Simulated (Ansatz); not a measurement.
`S[Si@@H]1O[C@H]1Br` + H₂ → `BrC1O[SiH2]1` + H₂S at 400 K and 1 bar (hydrogenolysis of the Si–S bond).

Isolated molecules relaxed with PBE0-D4/def2-TZVP in Ansatz; ΔE leaves out vibrations. CCSD(T)/CBS adds triple-zeta CCSD(T) − MP2 to the extrapolated MP2 energy (def2 sets, frozen cores). This one scheme is used for every species. For Br outer-core shells are correlated without core-valence functions, which leaves a few kJ/mol of doubt a bond. Scalar relativity is left out up to krypton. Each species was taken in one conformer, which may not be the lowest.

| species | CCSD(T)/CBS energy (Eh) | H − E (kJ/mol) | S (J/(mol·K)) |
| --- | --- | --- | --- |
| `S[Si@@H]1O[C@H]1Br` | -3375.21260 | 134.9 | 389.1 |
| H₂ | -1.17544 | 38.0 | 139.0 |
| `BrC1O[SiH2]1` | -2977.39659 | 122.5 | 333.2 |
| H₂S | -398.97279 | 53.4 | 215.9 |

H − E and S are ideal-gas, rigid-rotor, harmonic terms from PBE0-D4/def2-TZVP, for one conformer and one mirror image of each species. For small species the MP2-based limit differs from directly extrapolated CCSD(T) by up to some mEh (0.8 for H₂); such offsets cancel only in part. 1 Eh = 2625.50 kJ/mol, R = 8.31446 J/(mol·K).

Question: By hand: ΔE, ΔH, ΔS and ΔG.

Answer: ΔE = (-2977.39659) + (-398.97279) − (-3375.21260) − (-1.17544) = 0.01866 Eh = 49.0 kJ/mol. Δ(H − E) = 122.5 + 53.4 − 134.9 − 38.0 = 3.0, so ΔH = 52.0 kJ/mol. ΔS = 333.2 + 215.9 − 389.1 − 139.0 = 21.0 J/(mol·K). ΔG = 52.0 − 400 × (21.0)/1000 = 43.6 kJ/mol.

Question: By hand: the equilibrium constant, and the temperature at which ΔG would vanish if ΔH and ΔS stayed fixed.

Answer: log₁₀ K = −ΔG/(RT ln 10) = -5.7. ΔG = 0 at ΔH/ΔS = 2476 K.

ΔH outweighs TΔS. A doubt of 5 kJ/mol in ΔE shifts log₁₀ K by 0.7 here. Other conformers and mirror images would add mixing entropy, several J/(mol·K) or more a flexible species. These are equilibria of isolated gas molecules and say nothing of rates. Largest T1 diagnostic: 0.012 (customary marks: 0.02 for closed shells, 0.045 for open ones).
